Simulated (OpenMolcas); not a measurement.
Zr2+.

* Program: OpenMolcas 26.06
* Basis: ANO-RCC-VTZP [7s6p4d2f1g]
* Scalar Hamiltonian: DKH2, point nucleus
* Active space: 2 electrons in 5 orbitals (4d)
* State averaging: 2S+1 = 3 even, 10 roots; 2S+1 = 1 even, 15 roots kept (CI in the orbitals of an earlier block)
* Spin-orbit coupling: state interaction with AMFI integrals over the reference wave functions, term energies averaged over their components

Two sets of levels on these reference wave functions, in cm⁻¹ above 4d² ³F₂: one from CASSCF and one from SS-CASPT2, IPEA 0.25 Eh, imaginary shift 0.1 Eh (closed shells correlated: 4s 4p).

```csv
Level,Set 1,Set 2
4d² ³F₂,0.0,0.0
4d² ³F₃,698,667
4d² ³F₄,1512,1484
4d² ¹D₂,5480,9200
4d² ³P₀,8550,10260
4d² ³P₁,8820,10510
4d² ³P₂,9330,11140
4d² ¹G₄,11650,13970
4d² ¹S₀,24090,33580
```

Question: Which set is which?

Answer: Set 1 is SS-CASPT2. Its levels of the other terms of 4d² lie at 0.60 to 0.84 of the other set's values, as expected, since terms of lower spin or lower L gain more correlation energy than the Hund ground term. Against 8 measured levels (Moore, Atomic Energy Levels, vol. II, NSRDS-NBS 35 (1971 reprint of NBS Circular 467, 1952); NIST levels as listed in Rynkun, Gaigalas and Jonsson, Astron. Astrophys. 637, A10 (2020)) the mean absolute deviation is 310 cm-1 with it and 2800 cm-1 without; single levels miss by up to 600 cm-1 with it.

CASPT2 does not keep the components of a term degenerate, so their means are used; among the terms shown or strongly mixed into the levels shown the widest spread is 480 cm-1 (4d² ³F, SS-CASPT2). Levels of configurations with an s electron are missing; early in the row they begin among the upper levels of the d shell and mix with terms of their name. Terms from blocks run as CI alone lack orbitals of their own. Without dynamic correlation excited terms often stand tens of per cent too high (terms of higher spin than the ground term too low), and those without a measured partner can miss by more than the paired ones (holds for CASSCF). Some levels mix across a computed gap that differs much from the measured one, so their mixing is not that of the real levels (holds for CASSCF). Measured partners are found by configuration, term and J. A level has none where our copy of the source lacks it or the pairing is in doubt (some pairs that miss far off the trend of their configuration count as doubtful), and it then counts in no deviation. Levels of configurations outside the active space are missing.
